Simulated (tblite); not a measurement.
Species: C3H9BF2Si.
Atom-mapped SMILES: `[CH3:1][CH:2]([CH3:3])[B:4]([F:5])[SiH2:6][F:7]` (hydrogens: H8, H9, H10 on C1; H11 on C2; H12, H13, H14 on C3; H15, H16 on Si6)

Computed with GFN2-xTB (tblite), gas phase: L-BFGS steps from a force-field or distance-geometry start until the largest atomic force falls under 0.01 eV/Å.

Step 3: E = -640.3247 eV
```
atom  x, y, z in Å  |  force x, y, z in eV/Å
C1     -1.5337    1.0212    0.0267    0.139  -0.190   0.052
C2     -0.4779    0.0707    0.6264   -0.114   0.022  -0.053
C3     -1.1381   -1.2102    1.1673    0.114   0.114  -0.099
B4      0.6360   -0.2681   -0.4746    0.134   0.378   0.450
F5      0.3219   -0.9194   -1.5760   -0.270  -0.078   0.023
Si6     2.5023    0.2444   -0.1115   -0.123  -0.438  -0.176
F7      2.6132    1.8566    0.0653    0.117  -0.270   0.028
H8     -1.0559    1.9381   -0.3123   -0.050  -0.011  -0.023
H9     -2.0200    0.5389   -0.8170   -0.057   0.061  -0.035
H10    -2.2818    1.2734    0.7715   -0.077   0.018   0.032
H11    -0.0220    0.5930    1.4848   -0.078  -0.114  -0.176
H12    -1.6194   -1.7505    0.3572   -0.038  -0.052   0.000
H13    -1.8809   -0.9673    1.9208   -0.063   0.006   0.035
H14    -0.3827   -1.8532    1.6174   -0.061  -0.010  -0.011
H15     3.3550   -0.1677   -1.2236    0.320   0.254   0.074
H16     2.9762   -0.3907    1.1337    0.107   0.310  -0.123
```

Step 4: E = -640.3614 eV
```
atom  x, y, z in Å  |  force x, y, z in eV/Å
C1     -1.5303    1.0142    0.0296   -0.088   0.041  -0.024
C2     -0.4825    0.0676    0.6215    0.032   0.123   0.087
C3     -1.1357   -1.2052    1.1635   -0.052  -0.037  -0.004
B4      0.6384   -0.2510   -0.4591   -0.159  -0.115  -0.144
F5      0.3100   -0.9160   -1.5602   -0.148   0.071   0.199
Si6     2.4961    0.2263   -0.1214    0.111  -0.282  -0.108
F7      2.6195    1.8297    0.0660    0.106  -0.021   0.036
H8     -1.0619    1.9323   -0.3123    0.044   0.069  -0.027
H9     -2.0201    0.5456   -0.8142   -0.122  -0.063  -0.154
H10    -2.2819    1.2732    0.7682   -0.078  -0.010   0.090
H11    -0.0279    0.5853    1.4723   -0.001   0.042   0.098
H12    -1.6178   -1.7498    0.3630   -0.112  -0.118  -0.154
H13    -1.8793   -0.9694    1.9177   -0.088   0.067   0.060
H14    -0.3903   -1.8509    1.6144    0.102  -0.082   0.054
H15     3.3738   -0.1519   -1.2181    0.314   0.159  -0.030
H16     2.9823   -0.3710    1.1253    0.139   0.153   0.023
```

Step 5: E = -640.3718 eV
```
atom  x, y, z in Å  |  force x, y, z in eV/Å
C1     -1.5307    1.0128    0.0301   -0.153   0.100  -0.067
C2     -0.4835    0.0684    0.6211    0.017   0.101   0.101
C3     -1.1358   -1.2042    1.1623   -0.089  -0.101   0.016
B4      0.6369   -0.2468   -0.4554   -0.167  -0.199  -0.215
F5      0.3035   -0.9144   -1.5531   -0.147   0.057   0.148
Si6     2.4958    0.2163   -0.1263    0.159  -0.126  -0.074
F7      2.6232    1.8207    0.0668    0.089  -0.033   0.023
H8     -1.0632    1.9315   -0.3127    0.042   0.065  -0.018
H9     -2.0220    0.5467   -0.8156   -0.105  -0.065  -0.123
H10    -2.2831    1.2729    0.7685   -0.063  -0.019   0.077
H11    -0.0297    0.5837    1.4700    0.021   0.095   0.180
H12    -1.6190   -1.7514    0.3625   -0.092  -0.089  -0.131
H13    -1.8801   -0.9691    1.9175   -0.065   0.064   0.034
H14    -0.3911   -1.8514    1.6143    0.092  -0.063   0.043
H15     3.3848   -0.1444   -1.2169    0.309   0.121  -0.068
H16     2.9865   -0.3624    1.1231    0.151   0.091   0.074
```

**Question.** Estimate the geometry and energy of step 6. (The exact step hangs on the optimiser's Hessian estimate; all steps are aligned on step 5, rigid shifts and turns removed.)

**Answer.** E = -640.3930 eV, largest force 0.327 eV/Å
```
atom  x, y, z in Å  |  force x, y, z in eV/Å
C1     -1.5356    1.0122    0.0290   -0.189   0.143  -0.093
C2     -0.4863    0.0720    0.6223   -0.057   0.030   0.113
C3     -1.1381   -1.2052    1.1601   -0.111  -0.146   0.042
B4      0.6309   -0.2414   -0.4501   -0.060  -0.258  -0.191
F5      0.2847   -0.9112   -1.5368   -0.180  -0.037  -0.065
Si6     2.4992    0.1930   -0.1386    0.206   0.148  -0.011
F7      2.6333    1.7994    0.0689    0.046  -0.050  -0.011
H8     -1.0652    1.9312   -0.3139    0.001   0.038   0.001
H9     -2.0284    0.5479   -0.8211   -0.048  -0.036  -0.018
H10    -2.2873    1.2719    0.7709   -0.034  -0.024   0.014
H11    -0.0329    0.5828    1.4702    0.017   0.154   0.260
H12    -1.6236   -1.7566    0.3588   -0.023  -0.001  -0.030
H13    -1.8833   -0.9668    1.9178   -0.004   0.022  -0.041
H14    -0.3913   -1.8537    1.6147    0.016   0.002  -0.006
H15     3.4167   -0.1251   -1.2163    0.260   0.048  -0.106
H16     2.9996   -0.3417    1.1204    0.159  -0.032   0.139
```

The energy changes by -0.0212 eV. The first-order estimate −F·Δx gives -0.0309 eV and the mean of the old and new forces, exact on a quadratic surface, -0.0212 eV. The step makes an angle of 52° with the force vector and moves no atom by more than 0.037 Å.

What follows is the cost of the whole relaxation. Time: 2.1 s. Hardware: an Arm Neoverse N1 with one thread, shared host with 64 logical CPUs at a one-minute load of 60.
